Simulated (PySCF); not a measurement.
Isomers of C4H15NSi3, one GFN2-xTB conformer each. Single-point energies are computed at PBE0/pcSseg-1 (PySCF, gas phase, no added dispersion term), electronic only.

```json
{"SMILES": "C[SiH2][C@@H]1C[C@@H]1N([SiH3])[SiH3]", "GFN2-xTB relative energy (kcal/mol)": "3.9"}
{"SMILES": "C[C@@H]1[SiH2]C[C@@H]1N([SiH3])[SiH3]", "GFN2-xTB relative energy (kcal/mol)": "0.0"}
{"SMILES": "C=CC[Si@@H](N)C[SiH2][SiH3]", "GFN2-xTB relative energy (kcal/mol)": "46.0"}
```

Conformers: `[CH3:1][SiH2:2][C@@H:3]1[CH2:4][C@@H:5]1[N:6]([SiH3:7])[SiH3:8]` with C1–Si2–C3–C4 -126°, C4–C5–N6–Si7 -165°; `[CH3:1][C@@H:2]1[SiH2:3][CH2:4][C@@H:5]1[N:6]([SiH3:7])[SiH3:8]` with C4–C5–N6–Si7 163°, C1–C2–Si3–C4 -100°, C2–Si3–C4–C5 -16°, Si3–C4–C5–N6 147°, C1–C2–C5–C4 96°; `[CH2:1]=[CH:2][CH2:3][Si@@H:4]([NH2:5])[CH2:6][SiH2:7][SiH3:8]` with C1–C2–C3–Si4 -102°, C2–C3–Si4–N5 64°, C3–Si4–N5–H -41° and 180°, C3–Si4–C6–Si7 -56°, Si4–C6–Si7–Si8 -61°.

Task: What does PBE0/pcSseg-1 give for the same structures?

Result: 
```csv
SMILES,PBE0/pcSseg-1 E (Eh),PBE0/pcSseg-1 (kcal/mol),GFN2-xTB (kcal/mol),point group
C=CC[Si@@H](N)C[SiH2][SiH3],-1084.01010,0.0,46.0,C1
C[C@@H]1[SiH2]C[C@@H]1N([SiH3])[SiH3],-1083.98724,14.3,0.0,C1
C[SiH2][C@@H]1C[C@@H]1N([SiH3])[SiH3],-1083.98649,14.8,3.9,C1
```

GFN2-xTB puts C[C@@H]1[SiH2]C[C@@H]1N([SiH3])[SiH3] lowest instead; measured from each level's own lowest isomer, the values differ by up to 46.0 kcal/mol (C=CC[Si@@H](N)C[SiH2][SiH3]: 46.0 against 0.0). As drawn, the lowest has an N–H bond, an Si–Si bond and a C=C bond outside aromatic rings, which the highest lacks; the highest has a three-membered ring, which the lowest lacks. Neighbours under 2.5 kcal/mol apart (C[C@@H]1[SiH2]C[C@@H]1N([SiH3])[SiH3] and C[SiH2][C@@H]1C[C@@H]1N([SiH3])[SiH3]) can change places with a better method, another conformer or zero-point energy.

Task: Which frontier levels, dipoles and rotational constants go with these structures?

Result: 
| SMILES | HOMO (eV, PBE0/pcSseg-1) | LUMO (eV) | dipole (D) | A, B, C (MHz) |
| --- | --- | --- | --- | --- |
| C=CC[Si@@H](N)C[SiH2][SiH3] | -7.08 | 0.16 | 1.43 | 1691, 620.5, 556.5 |
| C[C@@H]1[SiH2]C[C@@H]1N([SiH3])[SiH3] | -6.77 | 0.31 | 0.70 | 1764, 814.8, 709.8 |
| C[SiH2][C@@H]1C[C@@H]1N([SiH3])[SiH3] | -6.71 | 0.37 | 1.09 | 1633, 728.8, 652.6 |
